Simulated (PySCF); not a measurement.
**`Cc1cccc(C=O)c1C`, C9H10O**

Geometry (Å), atoms numbered from 1 in this order:
```xyz
20

C    -2.5574   -0.5690    0.0063
C    -1.2295    0.1316   -0.0773
C    -1.2019    1.5303   -0.1123
C    -0.0071    2.2431   -0.1894
C     1.1909    1.5493   -0.2329
C     1.1922    0.1498   -0.1995
C     2.5138   -0.5191   -0.2503
O     3.5660    0.0701   -0.3178
C    -0.0129   -0.5805   -0.1215
C    -0.0020   -2.0862   -0.0861
H    -2.6384   -1.1907    0.9123
H    -2.7287   -1.2307   -0.8578
H    -3.3792    0.1594    0.0318
H    -2.1506    2.0734   -0.0776
H    -0.0199    3.3351   -0.2149
H     2.1558    2.0578   -0.2936
H     2.5015   -1.6349   -0.2227
H    -1.0152   -2.4988   -0.0257
H     0.4683   -2.5114   -0.9863
H     0.5566   -2.4692    0.7820
```

Computed with PySCF 2.14.0, quadratic response CAM-B3LYP/aug-cc-pVDZ first hyperpolarisability, Taylor convention, gas phase. Geometry: PBE0-D3(BJ)/def2-SVP.

Question: Give the tensor of the second harmonic β(−2ω;ω,ω) at 1907 nm in the axes of these coordinates.

Answer: In au, Taylor convention; rows are the first index (the induced dipole):
```tsv
	xx	yy	zz	xy	xz	yz
x	-185.2	-30.7	+22.4	+92.5	+9.4	-4.4
y	+90.3	-36.8	-21.3	-35.6	-4.2	+1.6
z	+9.4	+1.4	-1.9	-4.3	+21.9	-20.6
```
Norm of βᵢ = ⅓ Σⱼ (βᵢⱼⱼ + βⱼᵢⱼ + βⱼⱼᵢ): 200.2 au, hyper-Rayleigh value 97.1 au.
